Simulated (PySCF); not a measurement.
C4H4Cl2, SMILES ClC1=C(Cl)CC1. Geometry optimised at PBE-D3(BJ)/def2-SVP.

Level of theory: PBE-D3(BJ)/def2-SVP in PySCF.

Harmonic wavenumbers (cm⁻¹): 146, 188, 230, 347, 491, 520, 535, 804, 894, 916, 993, 1041, 1082, 1105, 1116, 1165, 1228, 1390, 1411, 1648, 2988, 2991, 3048, 3055. Rotational constants (GHz): 3.065, 1.770, 1.139; symmetry number 2.

### Question
Work out the zero-point energy and the ideal-gas rigid-rotor harmonic-oscillator thermochemistry at 298.15 K and 1 atm.

### Answer
ZPE = ½ Σ hcν = ½ × 29334 cm⁻¹ = 175.46 kJ/mol. H − E(el) = 193.58 kJ/mol. Entropy in J/(mol K): translation 168.76, rotation 112.83, vibration 45.43, total 327.02. G − E(el) = 96.08 kJ/mol. Cp = 94.54 J/(mol K). Modes under 150 cm⁻¹ make the vibrational entropy uncertain.
